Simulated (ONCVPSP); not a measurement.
What the settings do to the ONCV potential of chlorine

Base potential:

```
Element                 : chlorine
Generator               : ONCVPSP 4.0.1
Type                    : optimised norm-conserving Vanderbilt (ONCV)
Functional              : PBE
Relativity              : scalar-relativistic
Frozen core             : [He]
Valence charge          : 15
Reference configuration : 2s2 2p6 3s2 3p4 (charge +1)
Partial waves           : 2s+3s: rc 0.60 bohr, ncon 4, nbas 8, qcut 20.3 1/bohr, 3 projectors, debl 0.8 Ha; 2p+3p: rc 0.80 bohr, ncon 3, nbas 8, qcut 20.7 1/bohr, 2 projectors
Local potential         : polynomial inside 0.50 bohr (lpopt 5, dvloc0 3 Ha)
Core correction         : none
```

In the s channel the program set the typed energies aside and used -9.758, -1.179, 0.250 Ha.

All-electron outer shells of the reference configuration (PBE, scalar-relativistic, ld1.x):

| shell | level (eV) | outermost node (bohr) | outermost maximum (bohr) |
| --- | --- | --- | --- |
| 1s | -2764.40 | – | 0.06 |
| 2s | -265.52 | 0.12 | 0.36 |
| 2p | -204.49 | – | 0.30 |
| 3s | -32.09 | 0.55 | 1.27 |
| 3p | -19.43 | 0.53 | 1.39 |

Cutoffs, loose and tight: the cutoffs (Ha) at which the residual kinetic energy of the hardest occupied pseudo-wave falls to 1 and 0.1 mHa per electron. They do not see the model core or the augmentation charge, which bear on the density cutoff. Test errors are all-electron minus pseudo excitation energies from the reference, over the configurations 2s2 2p6 3s2 3p5; 2s2 2p6 3s2 3p3; 2s2 2p6 3s2 3p2; 2s2 2p6 3s2 3p4.5. A dash means not determined; rows that change the core or the reference have their own tests.

```csv
change,outcome,"cutoff, loose","cutoff, tight",bound ghosts,GHOST(+) flags above zero,largest test error (meV)
base,"generated, projector energies reset by the program",152 Ha,176 Ha,none,s,+4.8
"all radii scaled by about 1.20 (s 0.72, p 0.96 bohr); local potential polynomial inside 0.60 bohr (lpopt 5, dvloc0 3 Ha)","generated, projector energies reset by the program",128 Ha,146 Ha,none,none,+4.2
p: qcut 23.3,"generated, projector energies reset by the program",172 Ha,196 Ha,none,s,+4.2
non-relativistic,"generated, projector energies reset by the program",152 Ha,176 Ha,none,s,+5.6
functional PBEsol,"generated, projector energies reset by the program",152 Ha,176 Ha,none,s,+4.9
s: nbas 7,"generated, projector energies reset by the program",152 Ha,176 Ha,none,s,+4.8
```
